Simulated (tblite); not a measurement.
Species: C4H10GeSSi2.
Numbering: `[CH:1]#[C:2][Si@@H:3]1[CH2:4][Si@H:5]([SH:6])[CH2:7][GeH2:8]1` (hydrogens: H9 on C1; H10 on Si3; H11, H12 on C4; H13 on Si5; H14 on S6; H15, H16 on C7; H17, H18 on Ge8)

Computed with GFN2-xTB (tblite), gas phase: L-BFGS steps from a force-field or distance-geometry start until the largest atomic force falls under 0.01 eV/Å.

Step 196: E = -604.6484 eV
```
atom  x, y, z in Å  |  force x, y, z in eV/Å
C1      3.6100   -0.7966   -1.5583    0.029  -0.012  -0.005
C2      2.7337   -0.7024   -0.7400   -0.007  -0.004   0.023
Si3     1.3493   -0.5381    0.4767    0.003  -0.004   0.010
C4     -0.1696   -1.4844   -0.2045   -0.017  -0.011  -0.016
Si5    -1.7283   -0.4008   -0.1351   -0.020  -0.017   0.006
S6     -3.0386   -1.0935   -1.7153    0.008   0.027   0.014
C7     -1.2203    1.4084   -0.3961    0.024  -0.048   0.030
Ge8     0.4987    1.6500    0.5758    0.015  -0.002  -0.005
H9      4.3848   -0.8881   -2.2654   -0.008   0.010  -0.003
H10     1.7731   -1.0761    1.7767    0.005  -0.004  -0.006
H11     0.0193   -1.7783   -1.2374    0.007   0.002   0.002
H12    -0.3316   -2.4111    0.3429    0.012   0.005   0.008
H13    -2.4530   -0.5625    1.1332    0.027   0.007  -0.019
H14    -3.7769    0.0020   -1.7651   -0.017   0.000  -0.004
H15    -1.9916    2.0906   -0.0467    0.001   0.026  -0.038
H16    -1.0592    1.6077   -1.4551   -0.042   0.022  -0.012
H17     1.2417    2.8266   -0.0221   -0.018   0.000   0.000
H18     0.1497    2.1532    1.9595   -0.001   0.005   0.015
```

Step 197: E = -604.6488 eV
```
atom  x, y, z in Å  |  force x, y, z in eV/Å
C1      3.6267   -0.8090   -1.5410    0.008  -0.002   0.017
C2      2.7393   -0.7028   -0.7357    0.033  -0.018   0.002
Si3     1.3470   -0.5356    0.4708    0.001   0.000   0.020
C4     -0.1669   -1.4800   -0.2222   -0.020  -0.015  -0.026
Si5    -1.7288   -0.4032   -0.1303   -0.015  -0.027  -0.004
S6     -3.0577   -1.0931   -1.6956    0.001   0.027   0.007
C7     -1.2265    1.4064   -0.3941    0.024  -0.033   0.032
Ge8     0.4977    1.6528    0.5673    0.010  -0.005  -0.003
H9      4.4106   -0.9058   -2.2373   -0.014   0.009  -0.004
H10     1.7567   -1.0713    1.7761    0.009  -0.007  -0.008
H11     0.0230   -1.7507   -1.2618   -0.002  -0.002   0.013
H12    -0.3232   -2.4187    0.3065    0.016   0.015   0.002
H13    -2.4377   -0.5697    1.1454    0.023   0.005  -0.007
H14    -3.7897    0.0070   -1.7437   -0.013  -0.005  -0.002
H15    -1.9979    2.0865   -0.0406    0.002   0.029  -0.038
H16    -1.0717    1.6062   -1.4539   -0.045   0.021  -0.017
H17     1.2352    2.8287   -0.0382   -0.017   0.002   0.000
H18     0.1551    2.1587    1.9515    0.000   0.007   0.015
```

Step 198: E = -604.6493 eV
```
atom  x, y, z in Å  |  force x, y, z in eV/Å
C1      3.6393   -0.8188   -1.5274   -0.010   0.009   0.026
C2      2.7438   -0.7020   -0.7324    0.052  -0.030  -0.004
Si3     1.3453   -0.5337    0.4662   -0.002   0.002   0.020
C4     -0.1650   -1.4775   -0.2356   -0.012  -0.004  -0.019
Si5    -1.7294   -0.4062   -0.1273   -0.004  -0.025  -0.013
S6     -3.0727   -1.0902   -1.6818   -0.008   0.021  -0.002
C7     -1.2301    1.4032   -0.3926    0.011  -0.001   0.018
Ge8     0.4969    1.6547    0.5617    0.000  -0.004   0.005
H9      4.4282   -0.9191   -2.2172   -0.008   0.006  -0.007
H10     1.7461   -1.0671    1.7749    0.012  -0.013  -0.003
H11     0.0265   -1.7321   -1.2789   -0.010  -0.009   0.012
H12    -0.3163   -2.4235    0.2811    0.017   0.013  -0.001
H13    -2.4248   -0.5760    1.1541    0.014   0.002   0.006
H14    -3.8006    0.0131   -1.7269   -0.008  -0.008   0.001
H15    -2.0019    2.0830   -0.0388    0.006   0.024  -0.029
H16    -1.0805    1.6041   -1.4531   -0.039   0.012  -0.017
H17     1.2291    2.8309   -0.0487   -0.014   0.003  -0.002
H18     0.1572    2.1635    1.9463    0.004   0.003   0.009
```

Step 199: E = -604.6496 eV
```
atom  x, y, z in Å  |  force x, y, z in eV/Å
C1      3.6495   -0.8254   -1.5164   -0.014   0.014   0.020
C2      2.7490   -0.7017   -0.7282    0.044  -0.035   0.004
Si3     1.3440   -0.5323    0.4631   -0.001   0.000   0.009
C4     -0.1639   -1.4756   -0.2463    0.000   0.000  -0.008
Si5    -1.7305   -0.4091   -0.1260    0.008  -0.014  -0.015
S6     -3.0844   -1.0880   -1.6728   -0.012   0.014  -0.008
C7     -1.2333    1.4009   -0.3905   -0.010   0.030  -0.004
Ge8     0.4964    1.6559    0.5576   -0.008   0.001   0.015
H9      4.4408   -0.9284   -2.2029   -0.004   0.005  -0.007
H10     1.7381   -1.0646    1.7738    0.013  -0.019   0.002
H11     0.0289   -1.7198   -1.2918   -0.015  -0.012   0.013
H12    -0.3108   -2.4264    0.2630    0.015   0.015  -0.008
H13    -2.4153   -0.5817    1.1604    0.009  -0.001   0.010
H14    -3.8099    0.0170   -1.7157   -0.004  -0.007   0.004
H15    -2.0055    2.0807   -0.0361    0.014   0.012  -0.015
H16    -1.0893    1.6050   -1.4516   -0.028  -0.003  -0.008
H17     1.2266    2.8304   -0.0583   -0.014   0.004  -0.004
H18     0.1608    2.1695    1.9421    0.007  -0.003  -0.001
```

**Question.** Estimate the geometry and energy of step 200. (The exact step hangs on the optimiser's Hessian estimate; all steps are aligned on step 199, rigid shifts and turns removed.)

**Answer.** E = -604.6499 eV, largest force 0.056 eV/Å
```
atom  x, y, z in Å  |  force x, y, z in eV/Å
C1      3.6568   -0.8287   -1.5093   -0.012   0.015   0.010
C2      2.7536   -0.7019   -0.7249    0.027  -0.035   0.015
Si3     1.3434   -0.5312    0.4606    0.002  -0.003  -0.002
C4     -0.1634   -1.4745   -0.2532    0.011   0.009   0.009
Si5    -1.7313   -0.4112   -0.1261    0.014   0.005  -0.012
S6     -3.0923   -1.0863   -1.6678   -0.012   0.007  -0.011
C7     -1.2357    1.4000   -0.3890   -0.026   0.041  -0.028
Ge8     0.4957    1.6564    0.5552   -0.011   0.006   0.019
H9      4.4488   -0.9334   -2.1946    0.002   0.004  -0.005
H10     1.7334   -1.0641    1.7720    0.013  -0.021   0.007
H11     0.0297   -1.7152   -1.2990   -0.015  -0.012   0.003
H12    -0.3067   -2.4265    0.2543    0.009   0.005  -0.008
H13    -2.4093   -0.5849    1.1638    0.007  -0.004   0.008
H14    -3.8165    0.0196   -1.7090   -0.003  -0.004   0.007
H15    -2.0085    2.0798   -0.0353    0.017   0.004   0.001
H16    -1.0958    1.6066   -1.4507   -0.017  -0.016   0.000
H17     1.2255    2.8293   -0.0639   -0.015   0.005  -0.005
H18     0.1639    2.1726    1.9402    0.008  -0.006  -0.007
```

The energy changes by -0.0003 eV. The first-order estimate −F·Δx gives -0.0004 eV and the mean of the old and new forces, exact on a quadratic surface, -0.0003 eV. The step makes an angle of 83° with the force vector and moves no atom by more than 0.013 Å.

The cost below is that of the whole relaxation. Hardware: Arm Neoverse N1, one thread, no GPU, shared host. Cost: 4.3 s.
